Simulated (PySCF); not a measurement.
# C12H9F: Computed beside measured shifts

System: C12H9F (measured compound), SMILES Fc1cccc(-c2ccccc2)c1.

Atom-mapped SMILES (hydrogens are numbered by the atom that bears them): [F:1][c:2]1[cH:3][cH:4][cH:5][c:6](-[c:7]2[cH:8][cH:9][cH:10][cH:11][cH:12]2)[cH:13]1

Computed with GIAO PBE0/pcSseg-1, IEF-PCM chloroform, PySCF SCF with an in-house response code, fitting set def2-universal-JFIT up to Ne and JKFIT beyond, grid level 2, non-relativistic, geometry: PBE0-D3(BJ)/def2-SVP.

One optimised conformer. Values are averaged over the atoms that symmetry or fast rotation interchanges, on this one geometry and without vibrational averaging. Shifts are the reference shielding less the shielding here, at the same level (13C, 1H against isolated TMS; 19F against isolated CFCl3); nuclei without a reference have shieldings only.

Problem. What shifts does this level give for F1, and how do they compare with measurement?

Solution. 
```tsv
atom	nucleus	computed / ppm	measured / ppm	computed less measured	measured against	medium of the measurement
F1	19F	-114.5	-113.2	-1.3	CFCl3	not stated
```

Computed 19F and 31P shifts carry an offset from the reference molecule (CFCl3 is hard for DFT, lone H3PO4 or PH3 isn't the 85 % acid), so differences between compounds are more accurate than the values.

Measured values: G. Saielli, R. Bini, A. Bagno, Computational 19F NMR. 2. Organic compounds, RSC Adv. 2014, ESI.
